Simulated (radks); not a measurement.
The numbers below are computed, except where a source is named.
All-electron atom: Ga4+ in [Ar] 3d9 (the NIST ground configuration). Level of theory: Dirac Kohn-Sham, LDA (Slater exchange, VWN5 correlation), spin-unpolarised, spherical densities, point nucleus; open shells fill j = l - 1/2 first (a radial shooting solver on a logarithmic mesh with Libxc functionals).

Spin-orbit splittings of the eigenvalues, e(l+1/2) - e(l-1/2), with zeta = 2 splitting/(2l+1) and mean radii in bohr:

shell,occ.,splitting (eV),zeta (eV),<r> j=l-1/2,<r> j=l+1/2
2p,6,27.60,18.40,0.1885,0.1920
3p,6,3.719,2.480,0.6642,0.6744
3d,9,0.5108,0.2043,0.7413,0.7455
4p,0,0.4468,0.2978,2.009,2.030
